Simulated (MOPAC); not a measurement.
MOPAC input (MNDO):

```
MNDO PRECISE GNORM=0.05 LET XYZ UHF MS=0.5 GEO-OK AUX(PRECISION=9) THREADS=1
OY

Y    -0.00000000 1   -0.00000000 1   -0.30669767 1
O     0.00000000 1    0.00000000 1    1.49515112 1
```

From its output:

```
          Parameters for some elements are missing

           Empirical Formula: O Y  =     2 atoms

 ******************************************************************************
 *                                                                            *
 *     Error and normal termination messages reported in this calculation     *
 *                                                                            *
 * Parameters for some elements are missing                                   *
 * JOB ENDED NORMALLY                                                         *
 *                                                                            *
 ******************************************************************************

 == MOPAC DONE ==
```

The input was rejected before any calculation.
